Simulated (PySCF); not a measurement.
**Correlation energy of Ni⁺ (nickel, charge +1)**

Starting occupation: [Ar] 3d9, 3d3/2 with m_j = -1/2, +1/2, +3/2, 3d5/2 with m_j = -5/2, -3/2, -1/2, +1/2, +3/2, +5/2. Computed with PySCF 2.14 in x2c-TZVPall-2c with one added diffuse shell each of s, p, d type (7s8p5d1f, 63 functions), with X2C-1e with screened-nucleus spin-orbit coupling, Gaussian nucleus. Frozen: [Ne]; 17 electrons correlated; the 6 highest virtual spinors left out.

MP2 pair energies summed by pair of shells (mhartree):

```csv
pair,energy,share (%)
3d-3d,-309.44,50.5
3d-3p,-186.09,30.3
3p-3p,-52.03,8.5
3d-3s,-41.23,6.7
3p-3s,-21.21,3.5
3s-3s,-3.28,0.5
```

Total MP2 correlation energy: -613.28 mhartree.

The GHF reference relaxed away from the jj start to a determinant that is no pure jj level (⟨S²⟩ = 0.75, ⟨J²⟩ = 3.81); the energies belong to that determinant.

This basis was not built for core-valence correlation, so the inner-shell part is incomplete.
